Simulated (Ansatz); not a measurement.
Au9⁺. Charge 1, multiplicity 1. Geometry PBE0-D4/def2-SVP, basis def2-TZVP, Ansatz.

```xyz
9

Au    0.185   -2.014   -0.193
Au   -1.781    0.119   -0.186
Au    0.406    1.972    0.252
Au    0.075   -0.190    2.020
Au   -1.292    2.197   -1.874
Au    2.030   -2.019   -2.095
Au    1.792    1.769    2.501
Au   -1.927   -1.983    1.537
Au    0.512    0.149   -1.962
```

```json
{"run": "A", "HOMO (eV)": "-9.89", "LUMO (eV)": "-7.63"}
{"run": "B", "HOMO (eV)": "-11.05", "LUMO (eV)": "-3.64"}
{"run": "C", "HOMO (eV)": "-9.80", "LUMO (eV)": "-7.36"}
{"run": "D", "HOMO (eV)": "-9.99", "LUMO (eV)": "-7.49"}
{"run": "E", "HOMO (eV)": "-10.56", "LUMO (eV)": "-6.80"}
```

In the def2 sets Au takes a core potential; there is no spin–orbit coupling. The structure comes from a short search, and lower isomers may exist.

Problem. The runs used B97M-V, HF, PBE, PBE0, r2SCAN. Estimate which is which.

Solution. A PBE (0 % exact exchange); B HF (100 % exact exchange); C B97M-V (0 % exact exchange); D r2SCAN (0 % exact exchange); E PBE0 (25 % exact exchange). Exact exchange lowers occupied and raises empty levels; among semilocal functionals meta-GGAs tend to open the gap a little, and such runs are hard to tell apart. The gap grows from 2.25 eV (PBE) to 7.40 eV (HF).
